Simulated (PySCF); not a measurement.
# F⁺ (fluorine, charge +1): r2SCAN calculation

Configuration: [He] 2s2 2p4, high-spin 3P determinant. All numbers are calculated (PySCF 2.14, no relativity, point nucleus, in aug-cc-pwCVTZ (7s6p4d2f, 59 functions)).

```json
{
  "Total energy": "-99.0792 hartree",
  "One-electron energy": "-133.1774 hartree",
  "Hartree (Coulomb) energy": "44.0061 hartree",
  "Exchange-correlation energy": "-9.9080 hartree",
  "Kinetic energy": "98.84974 hartree",
  "⟨S²⟩": "2.0034",
  "⟨L²⟩": "2.008",
  "Sum of ⟨r⟩": "6.178 bohr",
  "Sum of ⟨r²⟩": "7.193 bohr²",
  "Traceless quadrupole moment −½Σ⟨3z² − r²⟩ along its main axis": "-0.526 e·bohr²",
  "Density at the nucleus (Gaussians lack the cusp)": "434 bohr⁻³",
  "Spin density at the nucleus": "0.00968 bohr⁻³",
  "Langevin diamagnetic susceptibility": "-5.70 ×10⁻⁶ cm³/mol"
}
```

```tsv
shell	electrons	mean orbital energy (eV)	spread (eV)	rms radius, mean of both spins (bohr)
1s α	1	-690.22	0	0.205
1s β	1	-687.94	0	0.205
2s α	1	-51.087	0	1.06
2s β	1	-44.978	0	1.06
2p α	3	-30.849	2.998	1.10
2p β	1	-27.049	0	1.10
```
